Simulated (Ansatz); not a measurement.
C₄H₇F₃, SMILES `C[C@@H](F)[C@@H](F)CF`, relaxed with RKS PBE-D4/def2-SVP in Ansatz 0.2.0 from a rough embedded geometry. The force threshold is 0.03 eV/Å; the program also tests the step.

Total charge 0; spin multiplicity 1.

Start:

```xyz
14

C     0.040   -0.422    1.832
C     0.240   -0.588    0.394
F    -0.446   -1.705    0.043
C    -0.280    0.636   -0.438
F     0.313    1.759    0.040
C    -0.090    0.445   -1.866
F     1.224    0.249   -2.164
H     0.638    0.464    2.240
H     0.461   -1.358    2.395
H    -0.985   -0.345    2.142
H     1.304   -0.767    0.167
H    -1.364    0.721   -0.193
H    -0.398    1.347   -2.346
H    -0.656   -0.435   -2.246
```

```tsv
step	energy (eV)	largest force (eV/Å)	largest move (Å)
1	-12389.5602	3.356	0.000
2	-12389.9308	1.227	0.060
3	-12389.9834	0.188	0.028
4	-12389.9853	0.031	0.013
5	-12389.9856	0.015	0.008
```

End:

```xyz
14

C     0.073   -0.438    1.905
C     0.247   -0.593    0.408
F    -0.446   -1.724   -0.041
C    -0.295    0.595   -0.395
F     0.332    1.752    0.063
C    -0.083    0.449   -1.890
F     1.249    0.194   -2.176
H     0.616    0.461    2.254
H     0.473   -1.325    2.433
H    -1.000   -0.325    2.164
H     1.319   -0.726    0.142
H    -1.391    0.688   -0.207
H    -0.389    1.387   -2.403
H    -0.706   -0.395   -2.258
```

It took 8 s on 4 threads of an Arm Neoverse V2 on a shared host, with 0.18 GiB of host memory at the peak.
